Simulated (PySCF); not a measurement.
## How methods differ on the fine-structure interval of Re³⁰⁺

Re³⁰⁺ [Kr] 4d9 [4d3/2^4 4d5/2^5, M_J = 5/2] → Re³⁰⁺ [Kr] 4d9 [4d3/2^3 4d5/2^6, M_J = 3/2], as a difference of total energies. Calculation: PySCF 2.14, in an even-tempered Gaussian basis (17 s from 2.8 bohr⁻², ratio 2.8; 14 p from 3.6 bohr⁻², ratio 2.8; 10 d from 3.6 bohr⁻², ratio 2.8; 3 f from 17 bohr⁻², ratio 3); the two-component X2C-1e Hamiltonian. Correlated levels: [Ar] 3d10 frozen; the 102 highest virtual spinors dropped. "Screened" scales the spin-orbit matrix elements by Boettger's factors to mimic the two-electron term; Breit and QED terms are absent.

```csv
method,fine-structure interval (cm⁻¹)
GHF (screened spin-orbit),147890
GMP2 (screened spin-orbit),148420
GHF (bare spin-orbit),170890
```
